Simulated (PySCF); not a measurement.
## GaN⁻: one state, many levels of theory

State: ²Π (doublet), unpaired electrons π ↑. Set-up: PySCF, no relativity, basis sets Ga def2-TZVPPD, N def2-TZVPPD. De refers to Ga⁻ + N in their high-spin ground configurations, without counterpoise correction. The functionals are run spin-unrestricted. A positive dipole points towards N; it is taken about the centre of mass and depends on that origin.

| Level | Re (Å) | ωe (cm⁻¹) | De (eV) | μ (D) | CPU s a point (SCF and correlation, without the integrals) |
| --- | --- | --- | --- | --- | --- |
| LDA | 1.814 | 709 | n/a | -2.53 | 1.2 |
| PW91 | 1.842 | 677 | n/a | -2.57 | 1.6 |
| r²SCAN | 1.825 | 706 | n/a | -2.54 | 2.5 |
| PBE0 | 1.821 | 719 | n/a | -2.79 | 3 |

The bond length runs from 1.814 Å (LDA) to 1.842 Å (PW91).

Spin–orbit coupling is left out. Counting both spins, an empty level lies below a filled one in some of these solutions, because spin and occupation are held. The highest Kohn–Sham level is positive in this anion. Much of that is self-interaction error, but it also means that the finite basis helps to hold the extra electron. The state was picked by a PBE0 search and need not be the measured ground state.

The whole job (state search and all levels along the bond) took about 12 min on 2 threads of Arm Neoverse V2 (shared host), peak memory 3 GiB.
